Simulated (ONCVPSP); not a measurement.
Debugging a pseudopotential input (manganese (Mn), ONCVPSP 4.0.1)

Command:

```bash
oncvpsp.x < Mn.dat > Mn.out
```

Input:

```
# ATOM AND REFERENCE CONFIGURATION
# atsym  z   nc   nv     iexc    psfile
  Mn 25.00    3    4  -116133      upf
#
#   n    l    f
    1    0    2.00
    2    0    2.00
    2    1    6.00
    3    0    2.00
    3    1    6.00
    3    2    5.00
    4    0    2.50
#
# PSEUDOPOTENTIAL AND OPTIMIZATION
# lmax
    2
#
#   l,   rc,      ep,       ncon, nbas, qcut
    0    1.65    0.00    3    7    7.00
    1    1.20    0.00    4    7   10.20
    2    2.00    0.00    4    9    8.80
#
# LOCAL POTENTIAL
# lloc, lpopt,  rc(5),   dvloc0
    4    4    0.90    0.00
#
# VANDERBILT-KLEINMAN-BYLANDER PROJECTORs
# l, nproj, debl
    0    2    2.00
    1    3    3.50
    2    2    2.10
#
# MODEL CORE CHARGE
# icmod, fcfact, rcfact
    0    0.00    0.00
#
# LOG DERIVATIVE ANALYSIS
# epsh1, epsh2, depsh
   -5.00    5.00    0.04
#
# OUTPUT GRID
# rlmax, drl
    6.00    0.01
#
# TEST CONFIGURATIONS
# ncnf
    4
# nvcnf
#   n    l    f
    4
    3    0    2.00
    3    1    6.00
    3    2    5.00
    4    0    2.00
#
    4
    3    0    2.00
    3    1    6.00
    3    2    5.00
    4    0    0.00
#
    4
    3    0    2.00
    3    1    6.00
    3    2    4.00
    4    0    0.00
#
    4
    3    0    2.00
    3    1    6.00
    3    2    4.00
    4    0    2.00
#
```

This is an input that runs to its end, with one change: occupation of the last valence shell set to 2.50.

Question: How does the run end?

Answer: The program refuses the input: "test_data: reference configuration is negative ion".

```
ONCVPSP  (Optimized Norm-Conservinng Vanderbilt PSeudopotential)
scalar-relativistic version 4.0.1

test_data: reference configuration is negative ion
ERROR: test_data found   1 ERROR; stopping
```
